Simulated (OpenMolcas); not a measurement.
# Br II: effect of the IPEA shift

- Program: OpenMolcas
- Basis: ANO-RCC-VTZP [6s5p3d1f]
- Scalar Hamiltonian: DKH2, point nucleus
- Active space: 6 electrons in 8 orbitals (4s 4p 5s 5p)
- State averaging: 2S+1 = 3 even, 3 roots; 2S+1 = 1 even, 6 roots; 2S+1 = 3 odd, 1 root; 2S+1 = 1 odd, 5 roots
- Spin-orbit coupling: state interaction with AMFI integrals over the reference wave functions, term energies averaged over their components

Methods on the same reference wave functions:
A. CASSCF
B. SS-CASPT2, IPEA 0 Eh, imaginary shift 0.1 Eh (closed shells correlated: 3d)
C. SS-CASPT2, IPEA 0.25 Eh, imaginary shift 0.1 Eh (closed shells correlated: 3d)

Energies in eV above 4s² 4p⁴ ³P₂, the measured ground level; measured values from NIST Handbook of Basic Atomic Spectroscopic Data.

```
      Level       A       B       C  Measured
4s² 4p⁴ ³P₂  0.0000  0.0000  0.0000    0.0000
4s² 4p⁴ ³P₁  0.3429   0.346   0.347    0.3889
4s² 4p⁴ ³P₀  0.4257   0.436   0.436    0.4758
4s² 4p⁴ ¹D₂  1.7664   1.591   1.571    1.4989
4s² 4p⁴ ¹S₀  3.2299   3.532   3.514    3.4551
```

Deviations, from unrounded energies. A percentage is the sum of absolute deviations over the sum of measured energies, with the sign that they share, or ± where signs differ.

| Against measurement | Levels | A | B | C |
| --- | --- | --- | --- | --- |
| mean absolute deviation (cm-1) | 4 | 1200 | 510 | 430 |
| fine structure of the ground term (%) | 2 | -11.1 | -9.5 | -9.4 |
| other terms of the ground configuration (%) | 2 | ±9.9 | +3.4 | +2.6 |

C lies closest to measurement on these levels and A furthest from it. The largest miss of C in the table is 4s² 4p⁴ ¹D₂, by +580 cm-1. The ranking rests on the paired levels alone, and a cruder setting can come out closer through cancelling errors.

Between B and C the level of the table that moves most is 4s² 4p⁴ ¹D₂, by 160 cm-1 (lowest in C, highest in B). Moves below CASPT2's spread within the term are not significant.

From A to B the spin-free energies of the other terms of 4s² 4p⁴ shown, above ³P, scale by factors of 0.88 to 1.10.

The lowest spin-free term lies below A's lowest term by 0.150 hartree in B, 0.146 hartree in C.

Term energies are means over components that CASPT2 splits; among the terms shown or strongly mixed into the levels shown the widest spread is 62 cm-1 (4s² 4p⁴ ¹D, C). The run also gave levels led by 4s² 4p³ 5s, which use shells meant for correlation; these and all levels above them are left out. Without dynamic correlation excited terms often stand tens of per cent too high (terms of higher spin than the ground term too low), and those without a measured partner can miss by more than the paired ones (holds for A). Measured partners are found by configuration, term and J. A level has none where our copy of the source lacks it or the pairing is in doubt (some pairs that miss far off the trend of their configuration count as doubtful), and it then counts in no deviation. Only configurations of the active space appear. Levels that lie high or do not pair safely by name in every column are left out.
